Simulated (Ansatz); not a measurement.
Reaction (formal loss of a carbene): `C[Se][SiH2]S` → `[CH2]` (triplet) + `S[SiH2][SeH]`

Gas-phase electronic energies from Ansatz, PBE0-D4/def2-TZVP geometries. CCSD(T)/CBS is the MP2 limit (def2-TZVPP, def2-QZVPP) plus CCSD(T) − MP2 in def2-TZVPP, frozen cores. This one scheme is used for every species. Functionals use def2-TZVPP. B3LYP here is the variant with VWN-RPA as its local correlation; programs differ in this. Triplets are unrestricted, without spin–orbit coupling. For Se outer-core shells are correlated without core-valence functions, which leaves a few kJ/mol of doubt a bond. Scalar relativity is left out up to krypton. Each species was taken in one conformer, which may not be the lowest.

`C[Se][SiH2]S`:

```xyz
10

C    -0.536   -1.149   -1.266
Se   -1.031    0.718   -0.950
Si   -0.144    0.891    1.123
S     1.941    0.423    1.196
H     0.528   -1.281   -1.084
H    -0.763   -1.355   -2.310
H    -1.121   -1.805   -0.625
H    -0.735   -0.083    2.074
H    -0.428    2.284    1.547
H     2.289    1.358    0.296
```

`[CH2]` (triplet):

Cartesian coordinates in Å:
```
C -0.167 0.217 0.031
H -0.104 -0.112 -0.994
H 0.271 -0.105 0.963
```

`S[SiH2][SeH]`:

```xyz
7

S     0.167    2.061   -0.359
Si    0.377    0.071    0.366
Se   -1.606   -1.023    0.105
H    -0.173    1.682   -1.603
H     1.426   -0.700   -0.346
H     0.757    0.246    1.788
H    -0.947   -2.336    0.048
```

| level | ΔE (kcal/mol) | difference from CCSD(T)/CBS |
| --- | --- | --- |
| PBE-D4 | 106.3 | 1.9 |
| r2SCAN-D4 | 98.9 | -5.5 |
| PBE0-D4 | 103.7 | -0.7 |
| B3LYP-D4 | 102.9 | -1.5 |
| ωB97M-V | 104.6 | 0.2 |
| B2PLYP | 102.0 | -2.4 |
| PBE | 104.4 | 0.0 |
| r2SCAN | 98.3 | -6.1 |
| B3LYP | 99.8 | -4.6 |
| MP2/def2-TZVPP | 105.5 | 1.1 |
| SCS-MP2/def2-TZVPP | 105.3 | 0.9 |
| CCSD/def2-TZVPP | 98.6 | -5.8 |
| CCSD(T)/def2-TZVPP | 101.7 | -2.7 |
| MP2/def2-QZVPP | 107.0 | 2.6 |
| MP2/CBS(def2) | 108.2 | 3.8 |
| CCSD/CBS(def2) | 101.3 | -3.1 |
| CCSD(T)/CBS | 104.4 | 0 |

Largest T1 diagnostic among the species: 0.011.

From PBE to PBE0 (25 % exact exchange), in def2-TZVPP and without D4, ΔE moves by −2.3 kcal/mol. In def2-TZVPP, CCSD(T) changes the Hartree–Fock value by +34.0 kcal/mol (the triples alone add +3.1 kcal/mol) and MP2 by +37.8 kcal/mol.
